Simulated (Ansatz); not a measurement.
HfSi₅. The state is a singlet with charge 0. Geometry PBE0-D4/def2-SVP.

```csv
atom,x (Å),y (Å),z (Å)
Hf1,-1.416,0.301,0.532
Si2,-1.058,1.835,-1.461
Si3,0.733,-1.192,0.783
Si4,-1.157,-2.264,0.338
Si5,2.099,0.587,0.854
Si6,0.800,0.733,-1.046
```

In the def2 sets Hf takes a core potential; there is no spin–orbit coupling. The restricted singlet is unstable towards broken spin symmetry in Hartree–Fock (as tested in another run); at PBE-D4/def2-TZVP, revPBE-D4/def2-TZVP, BLYP-D4/def2-TZVP, r2SCAN-D4/def2-TZVP and others this wasn't settled. Another isomer (singlet) lies 2.06 eV lower at PBE0-D4/def2-TZVP; other spin states weren't run for this one.

Question: Estimate the orbital energies around the gap (eV) in Ansatz with PBE-D4/def2-TZVP, revPBE-D4/def2-TZVP, BLYP-D4/def2-TZVP, r2SCAN-D4/def2-TZVP, PBE0-D4/def2-TZVP.

Answer: 
```tsv
orbital	PBE-D4/def2-TZVP	revPBE-D4/def2-TZVP	BLYP-D4/def2-TZVP	r2SCAN-D4/def2-TZVP	PBE0-D4/def2-TZVP
HOMO−5	-6.31	-6.26	-6.04	-6.54	-7.16
HOMO−4	-6.09	-6.04	-5.86	-6.29	-6.94
HOMO−3	-5.61	-5.56	-5.38	-5.76	-6.39
HOMO−2	-5.20	-5.15	-4.95	-5.38	-6.00
HOMO−1	-5.09	-5.05	-4.85	-5.26	-5.79
HOMO	-4.82	-4.77	-4.58	-4.97	-5.54
LUMO	-4.01	-3.92	-3.82	-3.94	-3.33
LUMO+1	-3.41	-3.32	-3.31	-3.29	-2.82
LUMO+2	-3.31	-3.25	-3.10	-3.25	-2.73
LUMO+3	-2.95	-2.86	-2.81	-2.81	-2.21
LUMO+4	-2.81	-2.75	-2.60	-2.74	-2.13
LUMO+5	-2.15	-2.07	-1.96	-2.02	-1.44
```
